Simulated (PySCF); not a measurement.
Cost of excited-state runs on `F[C@@H]1CCO[C@H](F)C1`, C5H8F2O

Molfile (atoms numbered from 1):
```
C5H8F2O
     RDKit          3D

 16 16  0  0  0  0  0  0  0  0999 V2000
    0.3637   -0.1254   -2.0110 F   0  0  0  0  0  0  0  0  0  0  0  0
    0.5215   -0.7924   -0.8134 C   0  0  2  0  0  0  0  0  0  0  0  0
   -0.8543   -1.0870   -0.2212 C   0  0  0  0  0  0  0  0  0  0  0  0
   -1.4915    0.2210    0.2403 C   0  0  0  0  0  0  0  0  0  0  0  0
   -0.6828    0.8633    1.2204 O   0  0  0  0  0  0  0  0  0  0  0  0
    0.5590    1.2119    0.7532 C   0  0  2  0  0  0  0  0  0  0  0  0
    0.4397    2.2179   -0.1913 F   0  0  0  0  0  0  0  0  0  0  0  0
    1.3600    0.0546    0.1444 C   0  0  0  0  0  0  0  0  0  0  0  0
    1.0550   -1.7191   -1.0656 H   0  0  0  0  0  0  0  0  0  0  0  0
   -0.7353   -1.7628    0.6264 H   0  0  0  0  0  0  0  0  0  0  0  0
   -1.4853   -1.5596   -0.9735 H   0  0  0  0  0  0  0  0  0  0  0  0
   -1.6353    0.8893   -0.6169 H   0  0  0  0  0  0  0  0  0  0  0  0
   -2.4505    0.0461    0.7288 H   0  0  0  0  0  0  0  0  0  0  0  0
    1.0995    1.6615    1.5981 H   0  0  0  0  0  0  0  0  0  0  0  0
    2.2167    0.4705   -0.3868 H   0  0  0  0  0  0  0  0  0  0  0  0
    1.7124   -0.5808    0.9566 H   0  0  0  0  0  0  0  0  0  0  0  0
  1  2  1  0
  2  3  1  0
  3  4  1  0
  4  5  1  0
  5  6  1  0
  6  7  1  0
  6  8  1  0
  8  2  1  0
  2  9  1  6
  3 10  1  0
  3 11  1  0
  4 12  1  0
  4 13  1  0
  6 14  1  1
  8 15  1  0
  8 16  1  0
M  END
```

PySCF with density fitting, on 1 thread of an Arm Neoverse V1, shared host. Command: `OMP_NUM_THREADS=1 python excited_run.py task.json out`

(1) How long does this run take, and how much memory?
- circular dichroism and optical rotation, LC-wPBE/aug-cc-pVDZ; 16 states; writes grids

Results:

(1) 
```
                                    run                level  basis functions  wall time  peak memory (GiB)
circular dichroism and optical rotation  LC-wPBE/aug-cc-pVDZ              256    2.2 min               0.95
```
Times from a shared host are rough.
